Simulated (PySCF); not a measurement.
## Dipole response of Hg (mercury, neutral)

[Xe] 4f14 5d10 6s2, closed-shell 1S. Computed with PySCF 2.14 in ANO-RCC-VTZP, with the spin-free X2C one-electron Hamiltonian (Gaussian nucleus). Coupled (time-dependent) response in atomic units; α is the mean over directions. The basis has no added diffuse functions, which lowers α and C₆.

```json
{"method": "UHF", "mean α (bohr³)": "43.95", "C₆ (like pair)": "420.6", "S(−4)": "799.4"}
{"method": "PBE", "mean α (bohr³)": "33.71", "C₆ (like pair)": "311.2", "S(−4)": "419.7"}
{"method": "PBE0", "mean α (bohr³)": "35.39", "C₆ (like pair)": "328.9", "S(−4)": "471.1"}
```

S(−4) is the Cauchy moment in α(ω) = α(0) + S(−4) ω² + …

Reference α: 33.91 ± 0.34 bohr³ (recommended; Schwerdtfeger and Nagle, table of static dipole polarizabilities (2023 update)). Published C₆: 268.0 (Gould and Bucko (2016)).

Hartree-Fock lies above the reference because it lacks correlation, which contracts the outer shell.

α(iu) at UHF:

```csv
u (hartree),α(iu) (bohr³)
0,43.95
0.0500,42.06
0.100,37.42
0.200,26.96
0.300,19.59
0.500,12.06
0.750,8.077
1.00,6.075
1.50,3.968
2.00,2.819
3.00,1.616
5.00,0.7205
```

A single London oscillator, α(iu) = α/(1 + u²/ω²), gives C₆ = (3/4) ω α². Matching the computed C₆ needs ω = 4 × 420.6 / (3 × 43.95²) = 0.290 hartree.

Spin-orbit coupling, which splits the p, d and f shells strongly at this Z, is absent.
